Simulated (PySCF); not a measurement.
Coordinates in bohr (charge 1 multiplicity 1):
```
I     0.0000    0.0000   -0.5984
Cl    0.0000    4.5764   -1.0851
Cl    0.0000   -4.5764   -1.0851
Cl    3.5650    0.0000    2.1740
Cl   -3.5650    0.0000    2.1740
```

These are results of PBE/[I def2-SVP with ECP28, Cl def2-SVP], scalar-relativistic core potentials, density fitting, no spin–orbit coupling, PySCF, not measurements.

This geometry of ICl₄⁺ is a stationary point at this level.

Question: What is the point group?

Answer: C2v.

Question: Is it a minimum?

Answer: Yes: all harmonic wavenumbers are real, though the softest, 45 cm⁻¹, leaves little margin.

Question: Give the atomic charges and bond orders.

Answer: 
| atom | Mulliken | Löwdin | polar tensor | Mayer order to I1 |
| --- | --- | --- | --- | --- |
| I1 | 1.07 | 0.92 | 1.88 | – |
| Cl2,3 | -0.06 | -0.02 | -0.26 | 0.92 |
| Cl4,5 | 0.03 | 0.06 | -0.18 | 0.91 |

Question: Give the ideal-gas entropy at 298.15 K and 1 bar by parts.

Answer: translation 178.5, rotation 120.6, vibration 100.2, spin 0.0; total 399.3 J/(mol K).

Other isomers or separated fragments may lie lower.
